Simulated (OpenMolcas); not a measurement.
A calculation on F3+.

```json
{
  "Program": "OpenMolcas 26.06",
  "Method": "CASSCF",
  "Basis": "ANO-RCC-VTZP [4s3p2d1f]",
  "Scalar Hamiltonian": "DKH2, point nucleus",
  "Active space": "4 electrons in 4 orbitals (2s 2p)",
  "State averaging": "2S+1 = 3 even, 3 roots; 2S+1 = 1 even, 6 roots; 2S+1 = 5 odd, 1 root; 2S+1 = 3 odd, 9 roots; 2S+1 = 1 odd, 8 roots",
  "Spin-orbit coupling": "state interaction with AMFI integrals over the reference wave functions, term energies averaged over their components"
}
```

Task: Which level of the active space comes out lowest?

Result: 2s2 2p2 3P0, with 100 % of that term; it is also the measured ground level.

Task: How high does 2s 2p3 3P* 2 lie?

Result: 178321 cm-1 above the lowest level; measured 175237 cm-1 above the ground level, so the calculation is off by +2 %.

Task: How high does 2s2 2p2 1D2 lie?

Result: 27753 cm-1 above the lowest level; measured 25241 cm-1 above the ground level, so the calculation is off by +10 %.

Task: How high does 2s2 2p2 3P1 lie?

Result: 224 cm-1 above the lowest level; measured 225 cm-1 above the ground level, so the calculation is off by -1 %.

Measured values: Moore, Atomic Energy Levels, vol. I, NSRDS-NBS 35 (1971 reprint of NBS Circular 467, 1949).

Measured partners are found by configuration, term and J. A level has none where our copy of the source lacks it or the pairing is in doubt (some pairs that miss far off the trend of their configuration count as doubtful), and it then counts in no deviation. Only configurations of the active space appear.

* marks odd parity.
